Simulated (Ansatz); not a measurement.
Ansatz results at the PBE0-D4/def2-TZVP geometry: size of the dipole moment (PBE/def2-TZVPP) 2.17 D; HOMO energy (PBE/def2-TZVPP) -7.08 eV; LUMO energy (ωB97M-V/def2-TZVPP) 1.74 eV.

Each molecule was computed in one conformer, which needn't be the lowest.

Q: Which molecule gave them?
A. `C[Si@H](O)N[Si@@H](O)F`
B. `O[SiH](O)S[SiH2]Cl`
C. `F[SiH](Cl)[NH][GeH2][Cl]`
D. `O[SiH](O)[SiH](Cl)Cl`

A: C. The others give `C[Si@H](O)N[Si@@H](O)F`: 0.89, -6.63, 2.03; `O[SiH](O)S[SiH2]Cl`: 1.45, -6.71, 1.70; `O[SiH](O)[SiH](Cl)Cl`: 2.07, -6.78, 1.06.
